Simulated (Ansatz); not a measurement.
A run on BrH$_{3}$InNS, SMILES `[NH2][In]([SH])[Br]` with other settings.

```yaml
crystal:
  periodic: [false, false, false]
  atoms:
    - {symbol: N, position_ang: [-1.001274, 1.412668, 0.109903]}
    - {symbol: In, position_ang: [0.124469, -0.223671, -0.169787]}
    - {symbol: S, position_ang: [1.947002, -0.880521, 1.189280]}
    - {symbol: Br, position_ang: [-0.295891, -1.531484, -2.219937]}
    - {symbol: H, position_ang: [-1.116962, 1.731456, 1.061310]}
    - {symbol: H, position_ang: [-1.897844, 1.408001, -0.355818]}
    - {symbol: H, position_ang: [2.240490, -1.916440, 0.385060]}
basis:
  gaussian: {orbitals: STO-3G, final_grid: {core_spheres: 8, valence_spheres: 7, degree: 23}}
hamiltonian: {xc: {name: wPBEh}}
accuracy: high
```

```sh
$ ansatz run in.yaml --threads 4 --pin off --events-out ev --progress --plain --max-ram 10444MiB
```

Output, abridged:

```
Functional definition: wPBEh
1109 factors; integrals over basis functions are off by at most 2.6e-8 eV
82 factors; integrals over basis functions are off by at most 8.7e-10 eV
mean field evaluation 1: about -236188.4924 eV, gradient 2.5e1 eV
mean field evaluation 2: about -236180.4664 eV, gradient 5.7e1 eV
mean field evaluation 4: about -236191.0170 eV, gradient 2.3e0 eV
mean field evaluation 8: about -236190.9961 eV, gradient 3.2e-2 eV
mean field evaluation 16: about -236190.9961 eV, gradient 1.6e-7 eV
mean field -236190.99605983 eV, -8679.8590091915 hartree, gradient 2.6e-8 eV, S^2 0.000000; 0 other end points of the search recorded, 0 dependent functions left out
reference -236190.99606202 eV, -8679.8590092720 hartree; 55, 55 occupied and 7, 7 virtual orbitals, 1109 factors
Total energy: -236190.99606202 eV, -8679.8590092720 hartree
```

Hardware: 4 threads of an Arm Neoverse V2 on a shared host. Wall time 0.8 s, peak host memory 0.19 GiB.
